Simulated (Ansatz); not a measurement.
Consider the formal exchange of groups at the Se–Ga bond: `C[Se][GaH][Cl]` + `[CH3][GeH]([F])[Cl]` → `C[Se][Ge]([CH3])([F])[Cl]` + `[Cl][GaH2]`.

Isolated molecules relaxed with PBE0-D4/def2-TZVP in Ansatz; ΔE leaves out vibrations. CCSD(T)/CBS is the MP2 limit (def2-TZVPP, def2-QZVPP) plus CCSD(T) − MP2 in def2-TZVPP, frozen cores. Functionals use def2-TZVPP. HSE06 is defined as in plane-wave codes. For Ga, Ge, Se outer-core shells are correlated without core-valence functions, which leaves a few kJ/mol of doubt a bond. Scalar relativity is left out up to krypton. One conformer a species, not always the lowest.

| level | ΔE (kcal/mol) | difference from CCSD(T)/CBS |
| --- | --- | --- |
| HSE06-D4 | 10.9 | -0.8 |
| BHLYP-D4 | 11.1 | -0.6 |
| B2PLYP | 11.5 | -0.2 |
| revPBE | 11.1 | -0.6 |
| BLYP | 11.3 | -0.4 |
| CCSD/def2-SVP | 12.2 | 0.5 |
| CCSD(T)/def2-SVP | 12.1 | 0.4 |
| CCSD(T)/def2-TZVPP | 11.3 | -0.4 |
| HF/def2-QZVPP | 12.5 | 0.8 |
| MP2/def2-QZVPP | 11.3 | -0.4 |
| CCSD(T)/CBS | 11.7 | 0 |

Largest T1 diagnostic among the species: 0.012.

In def2-TZVPP, CCSD(T) changes the Hartree–Fock value by −1.3 kcal/mol (the triples alone add −0.2 kcal/mol) and MP2 by −1.5 kcal/mol. Leaving LDA and LC-ωPBE aside and taking each functional with its dispersion term where it has one, the values, not all of them listed here, spread over 2.0 kcal/mol, from revPBE-D4 to PBE-QIDH.
